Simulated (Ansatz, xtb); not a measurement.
## Relative energy of two isomers of C6H5Cl2N

Structure a: `N#C[C@@H]1CC=C1C(Cl)Cl`, a singlet. Structure b: `C=C(C#N)C(=C)C(Cl)Cl`, a singlet. Both are isolated molecules in the gas phase, relaxed with PBE-D3(BJ)/def2-SVP; the shapes shown needn't be the lowest conformers.

a (Å):

```xyz
14

C    -1.5678    1.6520    0.6657
C    -0.8397    0.6627   -0.1214
C    -1.6125    0.0297   -1.3489
C    -1.3845   -1.3053   -0.6742
C    -0.7540   -0.7737    0.4003
C    -0.1214   -1.3329    1.6164
Cl    1.6337   -0.8924    1.6452
Cl   -0.9508   -0.7435    3.1019
N    -2.1689    2.4597    1.2649
H     0.1547    1.0744   -0.3981
H    -2.6690    0.3562   -1.4327
H    -1.1082    0.1809   -2.3259
H    -1.6243   -2.3383   -0.9682
H    -0.1729   -2.4368    1.6320
```

b (Å):

```xyz
14

C    -2.9353    0.1807    0.5799
C    -1.7132    0.2478   -0.0096
C    -1.4769    1.2936   -0.9724
C    -0.6219   -0.7149    0.3174
C    -0.8712   -2.0235    0.5447
C     0.7970   -0.2126    0.4171
Cl    1.4971    0.0904   -1.2160
Cl    0.8878    1.2608    1.4449
N    -1.3524    2.1590   -1.7551
H    -3.7359    0.8818    0.3045
H    -3.1401   -0.5687    1.3585
H    -1.8795   -2.4451    0.4209
H    -0.0639   -2.7112    0.8401
H     1.4454   -0.9693    0.8922
```

Question: Estimate E(b) − E(a) at the level CCSD(T)/def2-SVP + ΔMP2/def2-TZVPP.

Answer: Calculated at CCSD(T)/def2-SVP + ΔMP2/def2-TZVPP: E(b) − E(a) = −0.255 eV, so structure b lies lower.

The same difference at several levels:

```
                             level             geometry  E(b) − E(a) (eV)  departure from the last row (eV)  job, with rough time for the two
                          GFN2-xTB             GFN2-xTB              +0.270                            +0.524              optimisation, 0.36 s
                         HF/STO-3G             GFN2-xTB              +0.754                            +1.009              single point, 0.62 s
                r2SCAN-D4/def2-SVP             GFN2-xTB              −0.109                            +0.145               single point, 5.5 s
               PBE-D3(BJ)/def2-SVP  PBE-D3(BJ)/def2-SVP              −0.077                            +0.178                optimisation, 39 s
                       HF/def2-SVP  PBE-D3(BJ)/def2-SVP              −0.178                            +0.077           part of the CCSD(T) run
                      MP2/def2-SVP  PBE-D3(BJ)/def2-SVP              −0.174                            +0.081           part of the CCSD(T) run
                  CCSD(T)/def2-SVP  PBE-D3(BJ)/def2-SVP              −0.256                            −0.002                      single point
CCSD(T)/def2-SVP + ΔMP2/def2-TZVPP  PBE-D3(BJ)/def2-SVP              −0.255                                               single point, 2.6 min
```

As drawn, b has 1 C=C in place of 2 C–C. Structure a has a 4-membered ring, b no ring.

GFN2-xTB, HF/STO-3G put the two in the other order. The largest departure from CCSD(T)/def2-SVP + ΔMP2/def2-TZVPP is that of HF/STO-3G, 1.009 eV. The last row adds to CCSD(T) the change of the MP2 difference between the two basis sets, here +0.002 eV.

With thermal terms from frequencies at re-optimised GFN2-xTB minima (ideal gas, soft modes damped towards free rotors, one conformer each, 298.15 K, 1 atm): on the last row, ΔE + ΔZPE = −0.306, ΔH = −0.287, ΔG = −0.316 eV.

The correlated steps freeze 17 core orbitals. Mirror images aren't counted in ΔG. Run with Ansatz 0.2.0, xtb 6.7.1; the last row on 4 threads of Arm Neoverse V1 on a shared host.
